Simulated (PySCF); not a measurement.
InP, triplet, geometry from GFN2-xTB (such geometries of metal compounds can be far from the true shape) (core potentials on In).

Input for PySCF:
```python
from pyscf import gto, scf, dft

mol = gto.Mole()
mol.atom = '''
    In   -0.000000   -0.000000   -0.613897
    P     0.000000    0.000000    2.005398
'''
mol.basis = 'def2-sv(p)'
mol.ecp = {'In': 'def2-sv(p)'}
mol.charge = 0
mol.spin = 2
mol.verbose = 4
mol.build()

mf = dft.UKS(mol)
mf.xc = 'blyp'
mf.kernel()
```

Task: Estimate the number of basis functions that BLYP/def2-SV(P) in PySCF returns for this input.

Result: 44

Task: What is the computed dipole moment (BLYP/def2-SV(P))?

Result: 1.32 D

Task: Estimate the total energy that BLYP/def2-SV(P) returns for this input.

Result: -531.2939 Eh

These values belong to the state on which the SCF converged, which isn't shown to be the lowest.
